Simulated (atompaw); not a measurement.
Au (Z = 79): one change to a PAW (atompaw) potential, before and after

* Element: gold (Au)
* Generator: atompaw 4.2.0.5
* Type: PAW
* Functional: LDA (PW92)
* Relativity: scalar-relativistic
* Frozen core: [Kr] 4d10 4f14
* Valence charge: 19
* Reference configuration: 5s2 5p6 5d10 6s0 6p1
* Partial waves: 5s (bound): rc 1.45 bohr; 6s (bound, empty): rc 2.40 bohr; 5p (bound): rc 1.70 bohr; 6p (bound): rc 1.45 bohr; 5d (bound): rc 2.40 bohr; 5d channel at 1 Ry: rc 2.40 bohr
* Local potential: bessel scheme, radius 2.25 bohr
* Core correction: smooth core density matched at 2.00 bohr
* Augmentation charge: besselshape compensation charge, radius 2.05 bohr; PAW radius 2.40 bohr; waves and projectors: custom rrkj vanderbiltortho

All-electron outer shells of the reference configuration (LDA (PW92), scalar-relativistic, ld1.x):

```
shell  level (eV)  outermost node (bohr)  outermost maximum (bohr)
   4d     -327.99                   0.20                      0.41
   5s     -110.92                   0.48                      0.84
   4f      -83.71                      –                      0.37
   5p      -62.23                   0.52                      0.96
   5d       -9.19                   0.56                      1.21
   6s       -7.65                   1.11                      2.27
   6p       -2.01                   1.32                      3.34
```

Change: local potential bessel scheme, radius 1.80 bohr.

Cutoffs: the cutoffs (Ry, on a coarse ladder) from which the occupation-weighted sum of valence levels, in a spherical-Bessel basis at the reference potential, stays within 10 and 1 mRy of its value at 400 Ry; they do not see the model core or the augmentation charge, which bear on the density cutoff.

Task: What does the change do?

Result: The potential gets neither clearly harder nor softer (40 Ry and 60 Ry → 40 Ry and 55 Ry); the s channel sets the loose cutoff, while the largest relative change is in p, which becomes softer; the range in which the d phases agree narrows (upper end at the end of the scan → 2.8); neither file shows a bound ghost.

| quantity | base | changed |
| --- | --- | --- |
| cutoff, loose | 40 Ry | 40 Ry |
| cutoff, tight | 60 Ry | 55 Ry |
| loose cutoff by channel (10 mRy a level) | s 25 Ry, p 30 Ry, d 15 Ry | s 25 Ry, p 25 Ry, d 15 Ry |
| bound ghosts | none | none |
| s: phases at 2.41 bohr within 0.05 rad from the reference energy up to (Ry; the scan ends near 5) | 3.3 | 2.8 |
| p: phases at 2.41 bohr within 0.05 rad from the reference energy up to (Ry; the scan ends near 5) | to the end of the scan | to the end of the scan |
| d: phases at 2.41 bohr within 0.05 rad from the reference energy up to (Ry; the scan ends near 5) | to the end of the scan | 2.8 |
| lowest overlap eigenvalue by channel | s 0.36, p 0.32, d 0.12 | s 0.34, p 0.17, d 0.13 |

 The cutoffs see the waves, projectors and local potential, not the compensation charge or the core.
